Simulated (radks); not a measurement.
Effect of the nuclear size on the magnesium ion Mg+, [Ne] 3s1. All-electron calculation, Dirac Kohn-Sham, PBE, spin-unpolarised, spherical densities, finite nucleus; Fermi nuclear charge, rms radius 3.057 fm. Program: a radial shooting solver on a logarithmic mesh with Libxc functionals. The rms radius is varied about that value; shifts are against it.

rms radius (fm)  total energy shift (eV)  density at nucleus (e/bohr^3)  1s1/2 shift (meV)
2.5648                         -0.000784                           1162             -0.325
2.7696                         -0.000474                           1161             -0.196
3.057                                  0                           1160              0.000
3.1671                          0.000194                           1160              0.080
3.4177                          0.000660                           1159              0.274

Slopes of the eigenvalues against <r^2> in GHz/fm^2, as finite differences over the two radii next to the reference (eigenvalue slopes, not the field-shift constants of lines): 1s1/2 28.4.
